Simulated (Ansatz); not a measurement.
Input file for Ansatz (a quantum-chemistry and plane-wave program): U-PBE0/def2-TZVPP on InGe, 2S+1 = 4, a spin state set in the input, which need not be the lowest, a point of a bond scan (R = 2.667 Å). Elements past Kr take the def2 small-core potentials; no spin–orbit coupling.

Ansatz 0.2 input:
```yaml
crystal:
  periodic: [false, false, false]
  atoms:
    - {symbol: Ge, position_ang: [0.00000000, 0.00000000, 0.00000000]}
    - {symbol: In, position_ang: [0.00000000, 0.00000000, 2.66687400]}
basis:
  gaussian:
    orbitals: def2-TZVPP
    pivot_positions_ang: [[0.00000000, 0.00000000, 0.00000000], [0.00000000, 0.00000000, 2.66687400]]
hamiltonian:
  xc: {name: PBE0}
magnetization: {spin_polarized: true, initial_magnetization: 3}
output: {forces: true, orbitals: {seedname: ./end}}
```

The head of its log:

```
WARN ansatz: RAYON_NUM_THREADS=1 ignored (pool sized by the plan → 1); use --threads N
Functional definition: PBE0
integrals: 0.04 GiB planned
856 factors; integrals over basis functions are off by at most 2.8e-4 eV
mean field: 0.59 GiB planned
mean field evaluation 1: about -61683.7727 eV, gradient 8.5e0 eV
mean field evaluation 2: about -61683.3548 eV, gradient 1.0e1 eV
```

### Question
Predict the final total energy.

### Answer
-2266.8526 hartree.
